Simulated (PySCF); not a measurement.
Molecule: `F[C@H]1CSBS1`, C2H4BFS2.

Cartesian coordinates in Å; atom numbers follow the order of the lines, from 1:
```xyz
10

F    -0.7470    1.0539   -1.5478
C    -0.6828    0.7895   -0.2057
C    -0.8270   -0.6976    0.0416
S     0.7977   -1.5534   -0.0684
B     1.7914   -0.1369    0.2852
S     0.9260    1.4117    0.4351
H    -1.4833    1.3703    0.2643
H    -1.4860   -1.1406   -0.7040
H    -1.2198   -0.8813    1.0410
H     2.9397   -0.2109    0.4361
```

Frames of a GFN2-xTB Langevin trajectory at 300 K; GIAO PBE0/pcSseg-1 shieldings in PySCF, gas phase, non-relativistic; equivalent atoms averaged within each frame.

δ = σ(ref) − σ, references computed at the same level: ¹⁹F (σ = 170.95 ppm) against CFCl3; TMS for ¹³C (σ = 186.93 ppm), ¹H (σ = 31.72 ppm); ³³S (σ = 503.73 ppm) vs CS2; ¹¹B (σ = 100.07 ppm) vs BF3·OEt2. The references are static minima.

Problem. How do the shifts (ppm) fluctuate along the trajectory?

Solution. 
| time (fs) | F1 | C2 | C3 | S6 | S4 | B5 | H10 | H7 | H9 | H8 |
| --- | --- | --- | --- | --- | --- | --- | --- | --- | --- | --- |
| 250 | -176.3 | 105.7 | 52.8 | 179 | 146 | 58.7 | 6.47 | 6.29 | 3.89 | 3.71 |
| 425 | -158.7 | 114.7 | 50.0 | 154 | 61 | 59.3 | 6.66 | 6.80 | 3.11 | 4.24 |
| 625 | -175.8 | 112.9 | 48.6 | 190 | 102 | 56.1 | 6.74 | 7.14 | 2.77 | 3.33 |
| 800 | -174.0 | 109.9 | 45.6 | 193 | 96 | 58.6 | 6.80 | 7.63 | 2.78 | 3.86 |
| 1000 | -145.2 | 111.7 | 49.9 | 217 | 124 | 56.0 | 6.95 | 6.44 | 4.07 | 4.33 |
| mean of frames | -166.0 | 111.0 | 49.4 | 186 | 106 | 57.7 | 6.72 | 6.86 | 3.32 | 3.89 |
| standard deviation | 13.7 | 3.4 | 2.6 | 23 | 32 | 1.6 | 0.18 | 0.54 | 0.62 | 0.41 |

5 frames give an uncertainty of the mean of about the standard deviation over 2.2 at best, since frames this close in time may not be independent; classical motion lacks zero-point vibration, and the reference would need the same averaging.
